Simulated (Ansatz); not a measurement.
Consider the formal exchange of groups at a Ge–Si bond: `[SiH3][GeH]([SiH3])[Cl]` + `BCl` → `[SiH3][GeH]([Cl])[BH]Cl` + SiH₄.

Isolated molecules relaxed with PBE0-D4/def2-TZVP in Ansatz; ΔE leaves out vibrations. CCSD(T)/CBS is the MP2 limit (def2-TZVPP, def2-QZVPP) plus CCSD(T) − MP2 in def2-TZVPP, frozen cores. This one scheme is used for every species. DFT in def2-TZVPP. B3LYP here is the variant with VWN-RPA as its local correlation; programs differ in this. For Ge outer-core shells are correlated without core-valence functions, which leaves a few kJ/mol of doubt a bond. Scalar relativity is left out up to krypton. Each species was taken in one conformer, which may not be the lowest.

```
             level  ΔE (kcal/mol)
          B3LYP-D4            5.6
           ωB97M-V            5.3
CCSD(T)/def2-TZVPP            4.9
     MP2/CBS(def2)            5.2
```

(1) What does CCSD(T)/CBS give? (Best estimate.)

Largest T1 diagnostic among the species: 0.012.

Answers

(1) The calculation gave: +5.2 kcal/mol. The listed levels differ from it by 0.4, 0.1, -0.3, 0.0 kcal/mol.

In def2-TZVPP, CCSD(T) changes the Hartree–Fock value by −1.7 kcal/mol (the triples alone add −0.3 kcal/mol) and MP2 by −1.7 kcal/mol.

CCSD(T)/CBS has its own doubt, a few kJ/mol and more with outer-core shells, so smaller differences from it don't rank the levels.
